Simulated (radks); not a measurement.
Co3.25+, configuration [Ne] 3s2 3d(up 3.5, down 3.5) 3p(up 2.75, down 2) (fractional occupations, a model configuration).

Calculated with a radial shooting solver on a logarithmic mesh with Libxc functionals: non-relativistic Kohn-Sham, PBE, spin-polarised, spherical densities, point nucleus.

Energy parts (hartree):
| part | energy |
|---|---|
| total | -1377.03510 |
| kinetic | 1376.05469 |
| electron-nucleus | -3242.82360 |
| Hartree | 547.15783 |
| exchange-correlation | -57.42403 |

Orbitals (lengths in bohr, moments of r in powers of bohr; <r^-3> diverges for s and p1/2):
| orbital | occ. | eigenvalue (hartree) | <r^4> | <r^-3> |
|---|---|---|---|---|
| 1s up | 1 | -278.0886 | 0.00004804 | - |
| 1s down | 1 | -278.0743 | 0.00004804 | - |
| 2s up | 1 | -34.18214 | 0.01081 | - |
| 2s down | 1 | -34.17149 | 0.01079 | - |
| 2p up | 3 | -29.92404 | 0.007947 | 529.1 |
| 2p down | 3 | -29.90777 | 0.007941 | 528.9 |
| 3s up | 1 | -5.33553 | 0.7586 | - |
| 3s down | 1 | -5.29203 | 0.7657 | - |
| 3p up | 2.75 | -4.04655 | 0.9765 | 68.52 |
| 3p down | 2 | -4.00465 | 0.9906 | 68.22 |
| 3d up | 3.5 | -1.90609 | 2.379 | 7.012 |
| 3d down | 3.5 | -1.87215 | 2.479 | 6.956 |

The highest occupied level is 3d down at -50.944 eV. Spin moment in Bohr magnetons: 0.75. Summed over all electrons, <r^2> = 12.84 bohr^2, which gives a Langevin (diamagnetic) susceptibility term of -10.2 x 10^-6 cm^3/mol. The density falls to 0.001 e/bohr^3 at r = 2.68 bohr. The electron density at the nucleus is 1.338e+04 e/bohr^3.
